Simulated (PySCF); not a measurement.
Isomers of C6H12Ge. Method: TDDFT wB97X-D/def2-SVPD, vertical, gas phase, core orbitals frozen in the response (PySCF 2.14.0, density-fitted response routines). Geometries: PBE0-D3(BJ)/def2-SVP; one conformer of each isolated species. Triplets are in the Tamm–Dancoff approximation. Relativistic effects are left out although some hold elements past zinc.

A. `C=[C](C)[GeH]1[CH2]C[CH2]1`
B. `C(CC(C)C)#[C][GeH3]`
C. `C=[CH][Ge@@H]1[CH2]C[C@@H]1C`
D. `C1C[CH]1[GeH2][CH]1CC1`

Lowest singlet levels (six at most, fewer where fewer were computed) with oscillator strengths:

1. 6.37 eV (f 0.015); 6.73 eV (f 0.260); 7.14 eV (f 0.014); 7.28 eV (f 0.009); 7.34 eV (f 0.134); 7.55 eV (f 0.031); T1 4.32 eV
2. 7.85 eV (f 0.010); 8.02 eV (f 0.009); 8.09 eV (f 0.017); 8.13 eV (f 0.020); 8.36 eV (f 0.058); 8.41 eV (f 0.018); T1 7.71 eV
3. 6.03 eV (f 0.000); 6.28 eV (f 0.001); 6.30 eV (f 0.001); 7.24 eV (f 0.000); 7.30 eV (f 0.006); 8.06 eV (f 0.019); T1 5.07 eV
4. 6.18 eV (f 0.058); 6.51 eV (f 0.305); 6.97 eV (f 0.023); 7.24 eV (f 0.016); 7.42 eV (f 0.002); 7.47 eV (f 0.004); T1 4.31 eV

Task: Match each spectrum to its molecule.

Result: 1 = A, 2 = D, 3 = B, 4 = C.
- A: S1 at 6.37 eV, HOMO-1→LUMO (53%), HOMO→LUMO (20%), HOMO-3→LUMO (13%); Löwdin shares by element: HOMO carbon 62% or more, germanium 12% (atoms not listed hold the other 26%); LUMO carbon 55% or more, germanium 12%, hydrogen 5% or more (atoms not listed hold the other 28%); HOMO -9.03 and LUMO 1.60 eV.
- B: S1 at 6.03 eV, HOMO→LUMO+1 (55%), HOMO-1→LUMO+2 (22%); Löwdin shares by element: HOMO carbon 80% or more, germanium 7%; LUMO germanium 51%, hydrogen 15% or more, carbon 8% or more (atoms not listed hold the other 26%); HOMO -9.36 and LUMO 1.80 eV.
- C: S1 at 6.18 eV, HOMO→LUMO (44%), HOMO-1→LUMO (37%), HOMO-3→LUMO (12%); Löwdin shares by element: HOMO carbon 48% or more, germanium 17% (atoms not listed hold the other 35%); LUMO carbon 60% or more, germanium 11%, hydrogen 4% or more (atoms not listed hold the other 24%); HOMO -8.85 and LUMO 1.35 eV.
- D: S1 at 7.85 eV, HOMO→LUMO (71%), HOMO→LUMO+2 (17%); Löwdin shares by element: HOMO carbon 62% or more (atoms not listed hold the other 38%); LUMO germanium 41%, hydrogen 16% or more (atoms not listed hold the other 44%); HOMO -9.52 and LUMO 2.29 eV.

Without π bonds the low states are Rydberg-like; a valence basis with one diffuse set may place them up to an eV too high.
